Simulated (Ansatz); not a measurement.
Relaxation of F2H5OW (9 atoms, charge 0, multiplicity 2), to a largest force component of 0.03 eV/Å in at most 50 steps.

Level of theory: UHF/def2-SVP (Ansatz).

```xyz
9
Properties=species:S:1:pos:R:3
W 0.290 0.044 0.345
F -0.413 0.130 2.084
O 2.059 -0.347 -0.133
H 2.597 -0.652 -0.849
H -0.095 1.448 -0.486
H -1.310 0.077 -0.132
H -0.403 -1.402 -0.064
H 0.033 -0.208 -1.285
F -0.261 -0.042 4.421
```

Where does it end, and by what steps?

It converged. After 4 steps the energy has fallen by 0.045 eV; F9 moved furthest, 0.31 Å.

```json
{"step": "0", "energy less start (eV)": "0.0000", "largest force component (eV/Å)": "0.792", "accepted": "yes"}
{"step": "1", "energy less start (eV)": "-0.0285", "largest force component (eV/Å)": "0.140", "accepted": "yes"}
{"step": "2", "energy less start (eV)": "-0.0403", "largest force component (eV/Å)": "0.197", "accepted": "yes"}
{"step": "3", "energy less start (eV)": "-0.0443", "largest force component (eV/Å)": "0.061", "accepted": "yes"}
{"step": "4", "energy less start (eV)": "-0.0454", "largest force component (eV/Å)": "0.017", "accepted": "yes"}
```

```xyz
9
Properties=species:S:1:pos:R:3
W 0.293 0.043 0.305
F -0.435 0.153 2.060
O 2.063 -0.346 -0.169
H 2.597 -0.657 -0.883
H -0.093 1.445 -0.526
H -1.298 0.080 -0.183
H -0.387 -1.406 -0.117
H 0.040 -0.215 -1.320
F -0.282 -0.048 4.733
```

Whether the end is a true minimum wasn't checked by a vibrational analysis.

Run time: 28 s on 2 threads of Arm Neoverse V1, on a shared host, peak memory 0.25 GiB.
